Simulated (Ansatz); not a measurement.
Stepwise reaction of `COB(F)OC` with hydrogen, as a gas-phase model of exchange steps in deposition or etching. ΔE in kJ/mol; ΔG adds harmonic PBE0-D4 terms to CCSD(T)/CBS, at 1 bar.

Program: Ansatz. Geometries: PBE0-D4/def2-TZVP. ΔE: electronic, gas phase. CBS: MP2 limit from def2 TZ/QZ plus the TZ coupled-cluster correction, frozen cores. This one scheme is used for every species. DFT in def2-TZVPP. B3LYP here is the variant with VWN-RPA as its local correlation; programs differ in this. One conformer a species, not always the lowest.

```csv
step,reaction,PBE-D4,B3LYP-D4,ωB97M-V,CCSD(T)/CBS,ΔG(600 K)
1,`COB(F)OC` + H₂ → `COBF` + CH₃OH,101.3,106.9,106.7,104.9,101.6
2,`COBF` + H₂ → `BF` + CH₃OH,140.3,139.9,139.4,136.6,126.4
```

Question: By hand: ΔE of the 2 steps together at CCSD(T)/CBS.

Answer: (104.9) + (136.6) = 241.5 kJ/mol, or 120.8 kJ/mol a step.

In ΔE each step is higher than the one before. All are uphill at CCSD(T)/CBS. ΔG lies between 101.6 and 126.4 kJ/mol a step. PBE-D4 differs from CCSD(T)/CBS by -3.6 to 3.7 kJ/mol a step. Isolated molecules leave out the surface, adducts and barriers. Largest T1 diagnostic: 0.013.
